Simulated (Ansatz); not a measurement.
`F[SiH2][GeH3]` + `B[SiH2]O` → `O[SiH2][BH][GeH3]` + `F[SiH3]` at 500 K and 1 bar (formal exchange of groups at a Ge–Si bond).

Computed with Ansatz on PBE0-D4/def2-TZVP structures; ΔE is electronic, products minus reactants. CCSD(T)/CBS is the MP2 limit (def2-TZVPP, def2-QZVPP) plus CCSD(T) − MP2 in def2-TZVPP, frozen cores. This one scheme is used for every species. For Ge outer-core shells are correlated without core-valence functions, which leaves a few kJ/mol of doubt a bond. Scalar relativity is left out up to krypton. Each species was taken in one conformer, which may not be the lowest.

```
            species  CCSD(T)/CBS energy (Eh)  H − E (kJ/mol)  S (J/(mol·K))
    `F[SiH2][GeH3]`              -2468.03899           151.9          378.3
         `B[SiH2]O`               -392.05150           169.7          351.6
`O[SiH2][BH][GeH3]`              -2469.36569           226.2          452.4
          `F[SiH3]`               -390.72345            94.1          267.5
```

H − E and S are ideal-gas, rigid-rotor, harmonic terms from PBE0-D4/def2-TZVP, for one conformer and one mirror image of each species. 1 Eh = 2625.50 kJ/mol, R = 8.31446 J/(mol·K).

Q: By hand: ΔE, ΔH, ΔS and ΔG.

A: ΔE = (-2469.36569) + (-390.72345) − (-2468.03899) − (-392.05150) = 0.00135 Eh = 3.5 kJ/mol. Δ(H − E) = 226.2 + 94.1 − 151.9 − 169.7 = -1.3, so ΔH = 2.2 kJ/mol. ΔS = 452.4 + 267.5 − 378.3 − 351.6 = -10.0 J/(mol·K). ΔG = 2.2 − 500 × (-10.0)/1000 = 7.2 kJ/mol.

Q: By hand: the equilibrium constant, and the temperature at which ΔG would vanish if ΔH and ΔS stayed fixed.

A: log₁₀ K = −ΔG/(RT ln 10) = -0.8. ΔH and −TΔS have one sign here, so there is no such temperature. One of them is within its doubt of zero, so this could turn.

TΔS isn't small against ΔH here. A doubt of 5 kJ/mol in ΔE shifts log₁₀ K by 0.5 here. Other conformers and mirror images would add mixing entropy, several J/(mol·K) or more a flexible species. Modes under 60 cm⁻¹, often nearly free rotors, make the harmonic entropy too high. These are equilibria of isolated gas molecules and say nothing of rates. Largest T1 diagnostic: 0.013 (customary marks: 0.02 for closed shells, 0.045 for open ones).
